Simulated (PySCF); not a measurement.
What the low excited states add to the polarisability

SnCl(NHMe)3, C3H12ClN3Sn.
Structure used (PBE0-D3(BJ)/def2-SVP), in Å, numbered top down from 1:
```xyz
20
C3H12ClN3Sn angstrom
Sn     0.1358    0.4127    0.1558
Cl     0.3673    0.0863    2.5027
N      1.9778    0.6829   -0.6400
C      3.0439   -0.1978   -0.2035
H      2.2651    1.6589   -0.6398
H      3.3543   -0.0756    0.8525
H      2.7345   -1.2484   -0.3282
H      3.9369   -0.0584   -0.8361
N     -1.0297    1.9836   -0.3200
C     -2.4619    1.8878   -0.1209
H     -0.6541    2.8884   -0.0500
H     -2.9953    2.5841   -0.7915
H     -2.7975    0.8710   -0.3770
H     -2.7989    2.0935    0.9135
N     -0.8257   -1.2470   -0.4584
C     -0.8851   -2.4739    0.3049
H     -0.7611   -1.3977   -1.4608
H     -0.0542   -3.1780    0.1039
H     -0.8595   -2.2463    1.3810
H     -1.8302   -3.0117    0.1113
```

The calculation used TDDFT PBE0/def2-SVPD, vertical, gas phase, core orbitals frozen in the response, def2 core potentials past Kr in PySCF 2.14.0, density-fitted response routines. Spin–orbit coupling is left out.

Excitation energies and transition dipoles (atomic units, axes of the coordinates) of those of the lowest 10 singlets that add 0.02 au or more to the mean polarisability:

```csv
state,ΔE (hartree),μx,μy,μz
S1,0.1693,-0.665,0.098,-0.119
S2,0.1720,0.137,-0.312,-0.069
S3,0.1835,0.141,0.193,-0.764
S4,0.2246,-0.074,-0.032,0.054
S5,0.2259,-0.070,0.034,-0.065
S6,0.2324,-0.231,0.021,0.117
S7,0.2337,0.214,0.008,-0.013
S8,0.2343,-0.116,-0.345,-0.065
S9,0.2359,0.058,0.035,0.067
S10,0.2372,0.397,-0.269,-0.108
```

Question: What does each state add to αxx, αyy and αzz, and how do the sums compare with the full static tensor?

Answer: Each state adds 2 μα² / ΔE.

```json
{"state": "S1", "αxx (au)": "5.22", "αyy (au)": "0.11", "αzz (au)": "0.17"}
{"state": "S2", "αxx (au)": "0.22", "αyy (au)": "1.13", "αzz (au)": "0.06"}
{"state": "S3", "αxx (au)": "0.22", "αyy (au)": "0.41", "αzz (au)": "6.36"}
{"state": "S4", "αxx (au)": "0.05", "αyy (au)": "0.01", "αzz (au)": "0.03"}
{"state": "S5", "αxx (au)": "0.04", "αyy (au)": "0.01", "αzz (au)": "0.04"}
{"state": "S6", "αxx (au)": "0.46", "αyy (au)": "0.00", "αzz (au)": "0.12"}
{"state": "S7", "αxx (au)": "0.39", "αyy (au)": "0.00", "αzz (au)": "0.00"}
{"state": "S8", "αxx (au)": "0.12", "αyy (au)": "1.02", "αzz (au)": "0.04"}
{"state": "S9", "αxx (au)": "0.03", "αyy (au)": "0.01", "αzz (au)": "0.04"}
{"state": "S10", "αxx (au)": "1.33", "αyy (au)": "0.61", "αzz (au)": "0.10"}
{"state": "all 10 states", "αxx (au)": "8.1", "αyy (au)": "3.3", "αzz (au)": "6.9"}
{"state": "full response", "αxx (au)": "126.3", "αyy (au)": "114.2", "αzz (au)": "108.9"}
{"state": "share (%)", "αxx (au)": "6", "αyy (au)": "3", "αzz (au)": "6"}
```

The rest comes from the higher roots of the same response equations.

Question: Give the full tensor and its principal values.

Answer: In au, rows and columns x, y, z:
```
x   126.3  -5.0   0.5
y    -5.0 114.2  -4.0
z     0.5  -4.0 108.9
```
Principal values 106.6, 114.6 and 128.3 au; mean 116.5 au (17.26 Å³).

Question: By how much does the contribution of these states grow at 632.8 nm?

Answer: With ω = 0.0720 hartree each state's term in the mean polarisability goes from f / ΔE² to f / (ΔE² − ω²), f = (2/3) ΔE |μ|²; the sum over all 10 states goes from 6.11 to 7.19 au, a rise of 1.08 au.

One conformer stands for the species.
